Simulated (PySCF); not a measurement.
**From computed data to an observable: dipole moment from atomic charges**

Zn(Cl)(Me) (CH3ClZn), SMILES [Cl][Zn][CH3]. Atoms are numbered in the order given.

```xyz
6

Zn     0.0000     0.0000     0.3134
Cl     0.0000     0.0000    -1.8114
C      0.0000     0.0000     2.2522
H      0.8867     0.5120     2.6260
H      0.0000    -1.0239     2.6260
H     -0.8867     0.5120     2.6260
```

Geometry optimised at B3LYP-D3(BJ)/def2-TZVP.

Charges (e) from M06-2X/def2-TZVPD (PySCF):

```tsv
atom	IAO	ESP fit
Zn1	1.274	0.684
Cl2	-0.751	-0.427
C3	-0.974	-0.712
H4	0.150	0.151
H5	0.150	0.151
H6	0.150	0.151
```

The dipole moment of the full density is 2.56 D.

### Question
What dipole moment does each set of point charges give, and which comes closer to that of the density?

### Answer

μ = Σ q r, and 1 e Å = 4.8032 D.
IAO: Σ q r = (0.000, 0.000, 0.748) e Å, |μ| = 3.59 D.
ESP fit: Σ q r = (0.000, 0.000, 0.574) e Å, |μ| = 2.76 D.
ESP fit comes closer in size. Point charges leave out the atoms' own dipoles (lone pairs, polarised bonds); fits to the potential absorb them, partitions of the density don't.
